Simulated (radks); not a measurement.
Values are calculated unless marked as measured or tabulated.
Lu II, configuration [Kr] 4d10 4f14 5s2 5p5 6s2 5f1 (not the ground configuration).

Level of theory: Dirac Kohn-Sham, PBEsol, spin-unpolarised, spherical densities, finite nucleus; open shells are shared between the two j in proportion to 2j + 1; Fermi nuclear charge, rms radius 5.37 fm (a radial shooting solver on a logarithmic mesh with Libxc functionals).

Energy parts (eV):
part                      energy
total                 -396549.50
kinetic                441851.85
electron-nucleus      -984845.63
Hartree                154522.88
exchange-correlation    -8078.60

Orbitals (lengths in bohr, moments of r in powers of bohr; r(max) is where P^2 peaks):
| orbital | occ. | eigenvalue (eV) | <1/r> | r(max) | <r> | small-component weight |
|---|---|---|---|---|---|---|
| 1s1/2 | 2 | -63139.61 | 82.16 | 0.01214 | 0.01933 | 7.11e-02 |
| 2s1/2 | 2 | -10758.41 | 19.88 | 0.06952 | 0.08127 | 1.60e-02 |
| 2p1/2 | 2 | -10272.24 | 19.85 | 0.05193 | 0.06741 | 1.61e-02 |
| 2p3/2 | 4 | -9155.376 | 16.96 | 0.05846 | 0.07503 | 1.46e-02 |
| 3s1/2 | 2 | -2452.580 | 7.288 | 0.1961 | 0.2122 | 5.21e-03 |
| 3p1/2 | 2 | -2236.978 | 7.206 | 0.1839 | 0.2020 | 5.16e-03 |
| 3p3/2 | 4 | -1998.778 | 6.461 | 0.1974 | 0.2163 | 4.75e-03 |
| 3d3/2 | 4 | -1631.813 | 6.352 | 0.1551 | 0.1899 | 4.63e-03 |
| 3d5/2 | 6 | -1579.782 | 6.173 | 0.1589 | 0.1943 | 4.52e-03 |
| 4s1/2 | 2 | -503.4761 | 3.053 | 0.4467 | 0.4781 | 1.69e-03 |
| 4p1/2 | 2 | -415.6482 | 2.943 | 0.4475 | 0.4852 | 1.61e-03 |
| 4p3/2 | 4 | -361.4234 | 2.682 | 0.4763 | 0.5180 | 1.45e-03 |
| 4d3/2 | 4 | -216.8219 | 2.461 | 0.4760 | 0.5413 | 1.26e-03 |
| 4d5/2 | 6 | -206.9272 | 2.397 | 0.4853 | 0.5529 | 1.21e-03 |
| 4f5/2 | 6 | -29.8669 | 1.858 | 0.4659 | 0.7025 | 7.83e-04 |
| 4f7/2 | 8 | -28.3272 | 1.828 | 0.4714 | 0.7158 | 7.64e-04 |
| 5s1/2 | 2 | -79.9985 | 1.156 | 1.040 | 1.158 | 3.56e-04 |
| 5p1/2 | 1.66667 | -55.1751 | 1.030 | 1.125 | 1.284 | 2.88e-04 |
| 5p3/2 | 3.33333 | -47.8298 | 0.9425 | 1.209 | 1.385 | 2.50e-04 |
| 5d3/2 | 0 | -16.5852 | 0.6427 | 1.593 | 2.003 | 1.18e-04 |
| 5d5/2 | 0 | -15.9622 | 0.6250 | 1.634 | 2.055 | 1.12e-04 |
| 5f5/2 | 0.428571 | -2.5153 | 0.1546 | 7.054 | 7.700 | 6.57e-06 |
| 5f7/2 | 0.571429 | -2.5118 | 0.1543 | 7.070 | 7.717 | 6.63e-06 |
| 6s1/2 | 2 | -15.7031 | 0.4318 | 2.658 | 2.949 | 6.12e-05 |
| 6p1/2 | 0 | -10.6203 | 0.3615 | 3.120 | 3.511 | 4.43e-05 |
| 6p3/2 | 0 | -9.6877 | 0.3386 | 3.326 | 3.743 | 4.00e-05 |

The highest occupied level is 5f7/2 at -2.512 eV. The configuration is held as typed, so some empty levels lie below it. The electron density at the nucleus is 1.11e+06 e/bohr^3. Summed over all electrons, <r^2> = 116.4 bohr^2, which gives a Langevin (diamagnetic) susceptibility term of -92.2 x 10^-6 cm^3/mol.
